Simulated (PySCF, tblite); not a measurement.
Isomers of C7H10P2. All values are computed: GFN2-xTB (tblite) harmonic vibrations without scaling, gas phase. The method is semi-empirical: single wavenumbers can be off by several per cent or more. One conformer each.

Electronic energies: PBE0/pcSseg-1 single points on the GFN2-xTB geometries (PySCF, gas phase).

```tsv
SMILES	electronic energy, lowest = 0 (kJ/mol)
CCc1ccpc(C)p1	1.9
CC(C)c1cpcpc1	0.0
CC(C)c1cpccp1	9.9
Cc1pcpc(C)c1C	2.3
```

Problem. How do GFN2-xTB zero-point energies change the relative energies?

Solution. 
```tsv
SMILES	ZPE (kJ/mol)	of it from modes above 1550 cm⁻¹	electronic (kJ/mol)	with ZPE, lowest = 0 (kJ/mol)	lowest mode (cm⁻¹)	rings
CC(C)c1cpcpc1	392.4	180.6	0.0	0.2	37	1
CCc1ccpc(C)p1	390.2	179.6	1.9	0.0	17i	1
Cc1pcpc(C)c1C	390.4	180.1	2.3	0.5	20	1
CC(C)c1cpccp1	391.7	179.9	9.9	9.5	42	1
```

The zero-point energies span 2.2 kJ/mol, from `CCc1ccpc(C)p1` to `CC(C)c1cpcpc1`. Slightly imaginary modes are left out of the zero-point energy: `CCc1ccpc(C)p1` 16.6i cm⁻¹. With it `CCc1ccpc(C)p1` becomes the lowest.

Problem. And how do the electronic energies of GFN2-xTB itself compare?

Solution. `CC(C)c1cpcpc1` 4.7; `CCc1ccpc(C)p1` 9.0; `Cc1pcpc(C)c1C` 0.0; `CC(C)c1cpccp1` 5.2 kJ/mol, lowest = 0. Against the energies above, taken from the same isomer `CC(C)c1cpcpc1`, the largest difference is 9.4 kJ/mol.
